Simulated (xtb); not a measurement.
xtb input (GFN1-xTB):

```bash
xtb mol.xyz --gfn 1 --opt tight --chrg 0 --uhf 0
```
mol.xyz:
```
18

C      2.32964779     0.63721886     0.51672090
O      1.23426588    -0.16971008     0.88953495
Ge    -0.30107379    -0.09073376    -0.05660446
C     -0.99342399     1.74602026     0.02993916
C     -1.45427561    -1.37262788     0.86069644
C      0.08208040    -0.61119238    -1.91208813
H      3.15071598     0.44092344     1.20969391
H      2.09470365     1.70831038     0.56751998
H      2.68476491     0.41505683    -0.49794762
H     -1.11515992     2.05235167     1.06885788
H     -1.96279817     1.80553152    -0.46713450
H     -0.31364646     2.44130867    -0.46280689
H     -1.00039893    -2.36299509     0.83808973
H     -2.43201733    -1.42283449     0.38015846
H     -1.58849647    -1.07404551     1.90001143
H      0.75178726     0.10616822    -2.38664966
H     -0.84266851    -0.64948754    -2.48974117
H      0.54927680    -1.59564016    -1.93659847
```

Output:

```
           -------------------------------------------------
          |                Calculation Setup                |
           -------------------------------------------------

           -------------------------------------------------
          |                 G F N 1 - x T B                 |
           -------------------------------------------------

        Reference                      10.1021/acs.jctc.7b00118
      * Hamiltonian:
        H0-scaling (s, p, d)           1.850000    2.250000    2.000000
        zeta-weighting                 0.000000
      * Dispersion:
        s8                             2.400000
        a1                             0.630000
        a2                             5.000000
        s9                             0.000000
      * Repulsion:
        kExp                           1.500000
        rExp                           1.000000
      * Coulomb:
        alpha                          2.000000
        third order                    atomic
        anisotropic                    false
      * Halogen bond correction:
        rad-scale                      1.300000
        damping                        0.440000

          ...................................................
          :                      SETUP                      :
          :.................................................:
          :  # basis functions                  54          :
          :  # atomic orbitals                  53          :
          :  # shells                           37          :
          :  # electrons                        38          :
          :  # halogen bonds                     0          :
          :  max. iterations                   250          :
          :  Hamiltonian                  GFN1-xTB          :
          :  restarted?                      false          :
          :  GBSA solvation                  false          :
          :  PC potential                    false          :
          :  electronic temp.          300.0000000     K    :
          :  accuracy                    1.0000000          :
          :  -> integral cutoff          0.2500000E+02      :
          :  -> integral neglect         0.1000000E-07      :
          :  -> SCF convergence          0.1000000E-05 Eh   :
          :  -> wf. convergence          0.2000000E-04 e    :
          :  Broyden damping             0.4000000          :
          :  net charge                          0          :
          :  unpaired electrons                  0          :
          ...................................................

 iter      E             dE          RMSdq      gap      omega  full diag
   1    -21.4430291 -0.214430E+02  0.724E+00    7.15       0.0  T
   2    -21.4339294  0.909973E-02  0.438E+00    6.98       1.0  T
   3    -20.7771583  0.656771E+00  0.343E+00    7.21       1.0  T
   4    -21.4987167 -0.721558E+00  0.621E-01    7.18       1.0  T
   5    -21.5099949 -0.112782E-01  0.911E-02    7.12       1.0  T
   6    -21.5099077  0.872710E-04  0.595E-02    7.13       1.0  T
   7    -21.5100111 -0.103390E-03  0.131E-02    7.13       1.8  T
[...]
      -------------------------------------------------------------
                  HL-Gap            0.2597538 Eh            7.0683 eV
             Fermi-level           -0.2925056 Eh           -7.9595 eV

  Mulliken/CM5 charges         n(s)   n(p)   n(d)
     1C     0.18663  0.06889   0.967  2.846  0.000
     2O    -0.52308 -0.60779   1.696  4.827  0.000
     3Ge    0.38247  0.33141   1.383  1.783  0.452
     4C    -0.16894 -0.30160   1.043  3.126  0.000
     5C    -0.15361 -0.28536   1.040  3.114  0.000
     6C    -0.16894 -0.30160   1.043  3.126  0.000
     7H     0.01902  0.07798   0.981  0.000  0.000
     8H     0.00565  0.06377   0.994  0.000  0.000
     9H     0.00565  0.06377   0.994  0.000  0.000
    10H     0.05232  0.10545   0.948  0.000  0.000
    11H     0.03915  0.09154   0.961  0.000  0.000
    12H     0.04477  0.09754   0.955  0.000  0.000
    13H     0.05335  0.10653   0.947  0.000  0.000
    14H     0.03597  0.08841   0.964  0.000  0.000
    15H     0.05335  0.10653   0.947  0.000  0.000
    16H     0.04477  0.09754   0.955  0.000  0.000
    17H     0.03915  0.09154   0.961  0.000  0.000
    18H     0.05232  0.10545   0.948  0.000  0.000

Wiberg/Mayer (AO) data.
largest (>0.10) Wiberg bond orders for each atom

 ---------------------------------------------------------------------------
     #   Z sym  total        # sym  WBO       # sym  WBO       # sym  WBO
 ---------------------------------------------------------------------------
     1   6 C    3.936 --     7 H    0.983     9 H    0.979     8 H    0.979
                             2 O    0.960
     2   8 O    2.098 --     1 C    0.960     3 Ge   0.958
     3  32 Ge   4.150 --     5 C    0.971     2 O    0.958     6 C    0.944
                             4 C    0.944
     4   6 C    3.976 --    11 H    0.959    12 H    0.957    10 H    0.954
                             3 Ge   0.944
     5   6 C    3.980 --     3 Ge   0.971    14 H    0.957    13 H    0.953
                            15 H    0.953
     6   6 C    3.976 --    17 H    0.959    16 H    0.957    18 H    0.954
Note: The following floating-point exceptions are signalling: IEEE_DENORMAL
normal termination of xtb
                             3 Ge   0.944
     7   1 H    1.020 --     1 C    0.983
     8   1 H    1.013 --     1 C    0.979
     9   1 H    1.013 --     1 C    0.979
    10   1 H    1.000 --     4 C    0.954
    11   1 H    1.001 --     4 C    0.959
    12   1 H    1.001 --     4 C    0.957
    13   1 H    0.999 --     5 C    0.953
    14   1 H    1.001 --     5 C    0.957
    15   1 H    0.999 --     5 C    0.953
    16   1 H    1.001 --     6 C    0.957
    17   1 H    1.001 --     6 C    0.959
    18   1 H    1.000 --     6 C    0.954
 ---------------------------------------------------------------------------

Topologies differ in total number of bonds
Writing topology from bond orders to xtbtopo.mol

 dipole moment from electron density (au)
     X       Y       Z
  -0.2810   0.4600  -0.7140  total (Debye):    2.274

           -------------------------------------------------
          |                Geometry Summary                 |
           -------------------------------------------------

      molecular mass/u    :      148.7651877
   center of mass at/Å    :       -0.0417838      -0.0054486      -0.0165266
  moments of inertia/u·Å² :        0.1845652E+03   0.2779804E+03   0.2782565E+03
rotational constants/cm⁻¹ :        0.9133702E-01   0.6064324E-01   0.6058308E-01

 * 16 selected distances

     #   Z          #   Z                                           value/Å
     1   6 C        2   8 O                                       1.4138096
     3  32 Ge       4   6 C                                       1.9689970 (max)
     3  32 Ge       5   6 C                                       1.9569338
     3  32 Ge       6   6 C                                       1.9689970
     1   6 C        7   1 H                                       1.0952902
     1   6 C        8   1 H                                       1.0993987
     1   6 C        9   1 H                                       1.0993987
     4   6 C       10   1 H                                       1.0915055
     4   6 C       11   1 H                                       1.0911237 (min)
     4   6 C       12   1 H                                       1.0915204
     5   6 C       13   1 H                                       1.0917634
     5   6 C       14   1 H                                       1.0922864
     5   6 C       15   1 H                                       1.0917634
     6   6 C       16   1 H                                       1.0915204
     6   6 C       17   1 H                                       1.0911237
     6   6 C       18   1 H                                       1.0915055

 * 3 distinct bonds (by element types)

   Z      Z             #   av. dist./Å        max./Å        min./Å
   1 H    6 C          12     1.0931833     1.0993987     1.0911237
   6 C    8 O           1     1.4138096     1.4138096     1.4138096
   6 C   32 Ge          3     1.9649760     1.9689970     1.9569338

optimized geometry written to: xtbopt.xyz

           -------------------------------------------------
          | TOTAL ENERGY              -21.285339615124 Eh   |
          | GRADIENT NORM               0.000090039478 Eh/α |
          | HOMO-LUMO GAP               7.068260962457 eV   |
           -------------------------------------------------

------------------------------------------------------------------------
------------------------------------------------------------------------
 total:
 SCF:
 ANC optimizer:
```
